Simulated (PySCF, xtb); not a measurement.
cyclohexane cation (C6H12), SMILES C1CCCCC1 (connectivity only; charge and spin as stated), charge +1, multiplicity 2.

Geometry optimised at PBE0-D3(BJ)/def2-SVP. A frequency run showed that this geometry is not a minimum. The multiplicity is an assumed one; other spin states were not compared. Other conformers were not sampled.

Method: IEF-PCM-PBE0/def2-SVP in PySCF.

The values are the electrostatic part of the solvation free energy, E(continuum) − E(gas) at the gas-phase geometry, in a cavity of scaled van der Waals radii (PySCF's table); cavitation and dispersion terms are not included.

| solvent | ε | ΔG(elec) (kcal/mol) |
|---|---|---|
| water | 78.36 | … |
| methanol | 32.61 | -52.9 |
| toluene | 2.37 | -31.6 |

### Question
Complete the blanks. (An estimate is asked for; the answer gives what the named calculation found.)

### Answer

- water, ΔG(elec) (kcal/mol): -53.9

For comparison, GFN2-xTB/ALPB(water) (xtb, at the GFN2-xTB geometry, all terms of that model) gives -52.8 kcal/mol.
